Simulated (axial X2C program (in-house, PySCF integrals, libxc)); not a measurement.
## Working with the constants of TaH⁻

A bond curve at the PBE0 level, 2c, was computed with an in-house all-electron X2C program for linear molecules (integrals from PySCF) (basis Ta dyall-acv3z [14s15p10d7f4g], H dyall-av3z [7s3p2d] (cores contracted in-house)) for the state Ω = 1/2 (⟨Sz⟩ = -1.46, ⟨Lz⟩ = 1.96 at PBE0). Its fit gives Re = 1.8074 Å, ωe = 1562.7 cm⁻¹, ωexe = 32.9 cm⁻¹ and αe = 1.599e-01 cm⁻¹; the masses are 180.9480 and 1.0078 u. Two-component means X2C with spin–orbit coupling and atomic mean-field Coulomb and Gaunt terms.

(1) Find the reduced mass, Be and the force constant.

(2) Scale the constants to the deuteride (D 2.0141 u) within the Born–Oppenheimer picture.

(3) Estimate the centrifugal constant by the Kratzer relation.

(4) Where do the fundamental and the first overtone lie?

(5) A Morse curve ties αe to the other constants (Pekeris). How well does that hold?

The state is one determinant whose occupation by symmetry is held fixed; it was picked as the lowest of a PBE0 search that is not exhaustive. Density functionals use the spin component along the axis (collinear). PBE0 can misorder states that lie within some tenths of an eV, so this need not be the ground state of the molecule. The nearest other 2c determinant of the search, Ω = 1/2, lies 0.19 eV up at the distance of the search. Without a current term, density functionals place determinants with orbital angular momentum somewhat too high. With several unpaired electrons one determinant need not be a pure state. The highest occupied level of some functionals is positive through self-interaction error; at Hartree–Fock it is bound.

Answers

(1) From the PBE0 values: μ = 1.0022 u. Be = 16.8576/(μ Re²) = 5.149 cm⁻¹. k = 5.8918×10⁻⁷ μ ωe² = 1.44 mdyn/Å.

(2) ρ = √(μH/μD) = 0.7093; ωe = 1108.5, ωexe = 16.6, Be = 2.591 cm⁻¹; the zero-point energy falls by 223 cm⁻¹.

(3) D = 4Be³/ωe² = 2.24e-04 cm⁻¹.

(4) ν(1←0) = ωe − 2ωexe = 1496.9 cm⁻¹; ν(2←0) = 2ωe − 6ωexe = 2928.0 cm⁻¹.

(5) αe(Morse) = 6Be²/ωe × (√(ωexe/Be) − 1) = 1.555e-01 cm⁻¹; the PBE0 curve gives 1.599e-01 cm⁻¹, a ratio of 0.97.
